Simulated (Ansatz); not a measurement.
Basis-set extrapolation for C3H11NSi (`CCN(C)[SiH3]`) (PBE0-D4/def2-TZVP geometry, frozen core, Ansatz). Multiplicity 1, RHF reference.

```
                      def2-TZVPP   def2-QZVPP
                 HF  -463.472167  -463.490075
    MP2 correlation    -0.873834    -0.930794
CCSD(T) correlation    -0.971105      not run
```

Energies in hartree. Use E(X) = E(∞) + A·exp(−7.88·√X) for Hartree–Fock and E(X) = E(∞) + B·X^(−2.97) for correlation, with X = 3 and 4, and add CCSD(T) minus MP2 of the smaller set to the MP2 limit.

Q: What is the CCSD(T) energy at the basis-set limit?

A: HF limit: -463.490075 + (-0.017908) × 0.13774 = -463.49254. MP2 limit: -0.930794 + (-0.056960) × 0.74074 = -0.97299. Higher-order term: -0.971105 − (-0.873834) = -0.09727. Total: -464.56280 hartree, 3.25 eV below CCSD(T)/def2-TZVPP.
